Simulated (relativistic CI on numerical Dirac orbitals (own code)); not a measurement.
Spin-allowed bands of a d8 ion in an octahedral site, by hand

Problem. Take Δ = 6930 cm⁻¹ and B = 770 cm⁻¹ for a d8 ion in an octahedral site. Calculate the three spin-allowed bands.

Working.
1. The terms of highest spin are 3F (energy 0) and 3P (15B = 11550 cm⁻¹). Here the F term splits into A2 at −1.2Δ = -8316, T2 at −0.2Δ = -1386 and T1 at +0.6Δ = 4158 cm⁻¹.
2. The two T1 states mix through the element 0.4Δ: H = [[4158, 2772], [2772, 11550]], with roots ½(H₁₁ + H₂₂) ∓ ½√[(H₂₂ − H₁₁)² + 4H₁₂²] = ½(15708) ∓ ½(9240) = 3234 and 12474 cm⁻¹.
3. The ground term is 3A2 at -8316 cm⁻¹.
4. Bands: 3T2 6930 cm⁻¹ (1443 nm), 3T1(F) 11550 cm⁻¹ (866 nm), 3T1(P) 20790 cm⁻¹ (481 nm).

Check. Exact diagonalisation of the whole d8 shell with these parameters gives 3T2 6930, 3T1 11550, 3T1 20790 cm⁻¹. The match is exact, since without spin-orbit coupling no other term has this spin. The ratio of the second band to the first, 1.667, depends on Δ/B = 9.0 alone, which is how a Tanabe-Sugano diagram is read.
